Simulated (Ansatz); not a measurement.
`COC(=O)CC(=O)C(C)C` and `COC(=O)CC(=O)C(F)(F)F` differ in one atom or group.

Ansatz, PBE0-D4/def2-TZVP geometries, multiplicity 1. Each molecule was computed in one conformer, which needn't be the lowest.

```csv
property,`COC(=O)CC(=O)C(C)C`
LUMO energy (B3LYP/def2-TZVPP) / eV,-1.08
size of the dipole moment (PBE/def2-TZVPP) / D,1.66
HOMO–LUMO gap (PBE/def2-TZVPP) / eV,3.84
size of the dipole moment (B3LYP/def2-TZVPP) / D,1.77
HOMO energy (PBE/def2-TZVPP) / eV,-5.76
LUMO energy (PBE/def2-TZVPP) / eV,-1.92
```

**Question.** Give the same properties after the change, and the shifts. (Estimate.)

**Answer.** The calculation gave: 
| property | `COC(=O)CC(=O)C(F)(F)F` | shift |
| --- | --- | --- |
| LUMO energy (B3LYP/def2-TZVPP) / eV | -2.03 | -0.95 |
| size of the dipole moment (PBE/def2-TZVPP) / D | 4.07 | 2.41 |
| HOMO–LUMO gap (PBE/def2-TZVPP) / eV | 3.82 | -0.02 |
| size of the dipole moment (B3LYP/def2-TZVPP) / D | 4.22 | 2.45 |
| HOMO energy (PBE/def2-TZVPP) / eV | -6.71 | -0.95 |
| LUMO energy (PBE/def2-TZVPP) / eV | -2.88 | -0.96 |

With PBE0 the HOMO falls by 1.11 eV and the LUMO falls by 0.94 eV, so the gap widens by about 0.17 eV. PBE moves the HOMO by -0.95 eV and ωB97M-V by -1.14 eV. Dipoles are sizes alone; their direction can turn.

Positive LUMOs are unbound, so they and the gaps depend on the basis.

B3LYP here is the variant with VWN-RPA as its local correlation; programs differ in this.
